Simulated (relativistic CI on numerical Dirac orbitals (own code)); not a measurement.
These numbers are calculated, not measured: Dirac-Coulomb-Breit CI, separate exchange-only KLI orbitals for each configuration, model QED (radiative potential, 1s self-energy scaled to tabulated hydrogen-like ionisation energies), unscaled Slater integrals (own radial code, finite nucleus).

Configurations in the expansion (outside the closed core [Ne]): 3s²3p⁶3d⁶, 3s²3p⁵3d⁷, 3s²3p⁴3d⁸, 3s3p⁶3d⁷, 3p⁶3d⁸, 3s3p⁵3d⁸, 3s²3p⁶3d⁵4s, 3s²3p⁶3d⁵4p, 3s²3p⁶3d⁵4d, 3s²3p⁴3d⁷4s, 3s²3p⁴3d⁷4p, 3s²3p⁶3d⁵4f, 3s²3p⁵3d⁶4s, 3s²3p⁴3d⁷4d, 3s²3p⁵3d⁶4p, 3s3p⁵3d⁷4s, 3s²3p⁶3d⁴4s², 3s²3p⁶3d⁴4s4p, 3s3p⁶3d⁶4s, 3s²3p⁶3d⁵5s, 3p⁶3d⁷4s, 3s²3p⁶3d⁵5p, 3s3p⁶3d⁶4p, 3p⁶3d⁷4p, 3s²3p⁵3d⁵4s², 3s²3p⁶3d⁵5f, 3p⁶3d⁷4d, 3s²3p⁶3d⁵6s. Levels of other configurations are missing.

At this charge energies of transitions that change n are usually good to better than 1 %, and those within a shell (Δn = 0) to a few per cent. Terms inside the open d or f shell come out 10 to 20 % too wide with unscaled integrals.

Outline of the computed level scheme of Te XXIX. Lowest level of each configuration: 3s²3p⁶3d⁶ ⁵D4 at 0.000 eV; 3s²3p⁵3d⁷ ⁵G°6 at 203.996 eV.

Some strong electric-dipole decays among the lowest 45 levels: 3s²3p⁵3d⁷ ⁵F°5 → 3s²3p⁶3d⁶ ⁵D4 (1.2e+11 s⁻¹); 3s²3p⁵3d⁷ ³D°2 → 3s²3p⁶3d⁶ ³P2 (6.6e+10 s⁻¹); 3s²3p⁵3d⁷ ³D°2 → 3s²3p⁶3d⁶ ⁵D1 (4.5e+10 s⁻¹); 3s²3p⁵3d⁷ ⁵D°4 → 3s²3p⁶3d⁶ ⁵D3 (4.3e+10 s⁻¹); 3s²3p⁵3d⁷ ⁵D°4 → 3s²3p⁶3d⁶ ⁵D4 (4.2e+10 s⁻¹); 3s²3p⁵3d⁷ ³D°3 → 3s²3p⁶3d⁶ ³P2 (3.1e+10 s⁻¹); 3s²3p⁵3d⁷ ⁵G°3 → 3s²3p⁶3d⁶ ³P2 (2.3e+10 s⁻¹); 3s²3p⁵3d⁷ ⁵G°3 → 3s²3p⁶3d⁶ ⁵D3 (1.1e+10 s⁻¹).

LS names give the leading component of a level, which can be under half, so a name can repeat, a term be missing and a line seem to break the LS rules.
